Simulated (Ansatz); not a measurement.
Spectroscopic constants of OF-, closed-shell singlet (lowest of 2S+1 = 1, 3, 5 at CCSD(T)/def2-TZVPP on PBE0 minima; our sources give no spin for the ground state, which may be another).

Seven points along R, fitted to fifth degree in 1/R; most abundant isotopes. In def2 and cc sets the state is the lowest found near the PBE0 minimum, followed along R. The singlet is held restricted. HF and MP2 rows in def2 and cc sets belong to the determinant that coupled cluster picked by its CCSD energy.

Correlated levels freeze the cores. CBS(a, b) extrapolates the correlation energy as X⁻³ and adds the Hartree–Fock energy of set b.

The values were computed with Ansatz (Gaussian basis) for Hartree–Fock, density functionals and correlated methods. Each number belongs to the level named beside it.

**Question.** What bond length and harmonic frequency does HF/aug-cc-pVQZ give?

**Answer.** r_e = 1.475 Å, ω_e = 815 cm⁻¹.

**Question.** What bond length and harmonic frequency does wB97M-V/def2-TZVPP give?

**Answer.** r_e = 1.503 Å, ω_e = 834 cm⁻¹.

**Question.** What bond length and harmonic frequency does CCSD(T)/CBS(aug-cc-pVQZ, aug-cc-pV5Z) give?

**Answer.** r_e = 1.513 Å, ω_e = 790 cm⁻¹.

Ansatz is a quantum-chemistry and plane-wave program.
